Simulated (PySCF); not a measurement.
H4P, SMILES [PH4+], charge +1.

The structure is a stationary point at TPSSh-D3(BJ)/def2-TZVPD. The isomer is the one that the SMILES or the coordinates give; other isomers of the formula were not compared.

Computed with TDA-LC-ωPBE/def2-TZVPD run with PySCF 2.14.0.

Vertical excitations; the highest root listed may be one member of a degenerate set. Gas-phase values at a fixed geometry. State labels are in the subgroup D2.

List the lowest excited states. (Estimate from the structure and the level; the computed values follow.)


| state | symmetry | energy (eV) | λ (nm) | f | main pairs |
|---|---|---|---|---|---|
| S1 | B2 | 11.29 | 110 | 0.000 | HOMO→LUMO, HOMO−2→LUMO+2 (degenerate set) |
| S2 | B3 | 11.29 | 110 | 0.000 | HOMO−1→LUMO, HOMO−2→LUMO+1 (degenerate set) |
| S3 | B1 | 11.29 | 110 | 0.000 | HOMO−1→LUMO+2, HOMO→LUMO+1 (degenerate set) |
| S4 | A | 11.60 | 107 | 0.000 | HOMO−2→LUMO, HOMO→LUMO+2 (degenerate set) |
| S5 | A | 11.60 | 107 | 0.000 | HOMO−1→LUMO+1, HOMO→LUMO+2, HOMO−2→LUMO (degenerate set) |
| S6 | A | 12.51 | 99 | 0.000 | HOMO−1→LUMO+1 33 %, HOMO→LUMO+2 33 %, HOMO−2→LUMO 33 % |
| S7 | B1 | 12.76 | 97 | 0.000 | HOMO−2→LUMO+3, HOMO→LUMO+1, HOMO−1→LUMO+2 (degenerate set) |
| S8 | B2 | 12.76 | 97 | 0.000 | HOMO−1→LUMO+3, HOMO→LUMO, HOMO−2→LUMO+2 (degenerate set) |
| S9 | B3 | 12.76 | 97 | 0.000 | HOMO→LUMO+3, HOMO−1→LUMO, HOMO−2→LUMO+1 (degenerate set) |
| S10 | B3 | 13.15 | 94 | 0.635 | HOMO→LUMO+3 40 %, HOMO−2→LUMO+1 21 %, HOMO−1→LUMO 21 %, HOMO→LUMO+4 11 % |
| T1 | A | 9.99 | 124 | 0 | HOMO−2→LUMO 31 %, HOMO→LUMO+2 31 %, HOMO−1→LUMO+1 31 % |
| T2 | B3 | 10.11 | 123 | 0 | HOMO−1→LUMO, HOMO−2→LUMO+1, HOMO→LUMO+3 (degenerate set) |
| T3 | B1 | 10.11 | 123 | 0 | HOMO−1→LUMO+2, HOMO→LUMO+1, HOMO−2→LUMO+3 (degenerate set) |
| T4 | B2 | 10.11 | 123 | 0 | HOMO→LUMO, HOMO−2→LUMO+2, HOMO−1→LUMO+3 (degenerate set) |
Triplets are in the Tamm–Dancoff approximation.
